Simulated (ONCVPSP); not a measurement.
**Reading a pseudo-wave (Fe (Z = 26))**

Columns: radius, all-electron u(r) and pseudo u(r) of the 3p shell (level -59.93 eV) of iron in the configuration [Ne] 3s2 3p6 3d6 4s2; LDA (Perdew-Wang 92), scalar-relativistic, ONCV scheme, ONCVPSP 4.0.1.

```csv
r (bohr),all-electron,pseudo
0.075,-0.4228,0.0364
0.150,-0.6063,0.1397
0.225,-0.3836,0.2952
0.300,0.0130,0.4811
0.375,0.4138,0.6729
0.450,0.7390,0.8480
0.525,0.9649,0.9888
0.600,1.0984,1.0854
0.675,1.1554,1.1344
0.750,1.1562,1.1395
0.825,1.1180,1.1084
0.900,1.0550,1.0508
0.975,0.9777,0.9764
1.050,0.8937,0.8934
1.125,0.8083,0.8081
1.200,0.7250,0.7248
1.275,0.6459,0.6458
1.350,0.5724,0.5723
1.425,0.5049,0.5048
1.500,0.4438,0.4437
1.575,0.3888,0.3888
1.650,0.3398,0.3397
1.725,0.2963,0.2963
1.800,0.2579,0.2579
1.875,0.2241,0.2241
1.950,0.1944,0.1944
```

(1) How many radial nodes do the two functions have?

(2) At about which radius was the pseudo-wave matched?

(3) Is the pseudo-wave norm-conserving?

Answers

(1) The all-electron 3p function has n − l − 1 = 1; the pseudo-wave has 0, since the states of the same l below it are removed with the core.

(2) 1.15 bohr. The columns agree to 0.0005 from 1.05 bohr on; several derivatives are matched, so the curves merge somewhat inside the radius.

(3) Yes: the ONCV scheme keeps the norm inside the radius equal to the all-electron one, which fixes the energy derivative of the logarithmic derivative at the level.
